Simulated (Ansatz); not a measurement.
Program: Ansatz. Geometries: PBE0-D4/def2-TZVP. ΔE: electronic, gas phase. CCSD(T)/CBS is the MP2 limit (def2-TZVPP, def2-QZVPP) plus CCSD(T) − MP2 in def2-TZVPP, frozen cores. This one scheme is used for every species. DFT in def2-TZVPP. One conformer a species, not always the lowest.

Consider the ligand exchange at a B–N bond: `NBS` + `N[SiH](O)F` → `O[SiH](F)NBS` + NH₃.

Question: Is it downhill or uphill in electronic energy at CCSD(T)/CBS, and by how much? (An estimate is asked.)

Answer: Computed: Uphill: ΔE = +0.04 eV.

Question: What do these levels give: PBE-D4, r2SCAN-D4, PBE0-D4, BLYP, r2SCAN0, CCSD(T)/def2-SVP? (Estimate.)

Answer: Ansatz gave: PBE-D4 0.06, r2SCAN-D4 0.07, PBE0-D4 0.07, BLYP 0.12, r2SCAN0 0.09, CCSD(T)/def2-SVP 0.02 eV.

Largest T1 diagnostic among the species: 0.012.

Leaving LDA and LC-ωPBE aside and taking each functional with its dispersion term where it has one, the values, not all of them listed here, spread over 0.05 eV, from revPBE-D4 to CAM-B3LYP-D4. The D4 term adds −0.06 eV with B3LYP and −0.04 eV with PBE0; it sums over pairs of atoms, weighted by their polarisabilities, and B3LYP, whose exchange is more repulsive, gets the larger term. In def2-TZVPP, CCSD(T) changes the Hartree–Fock value by −0.07 eV (the triples alone add −0.02 eV) and MP2 by −0.06 eV.

B3LYP here is the variant with VWN-RPA as its local correlation; programs differ in this.
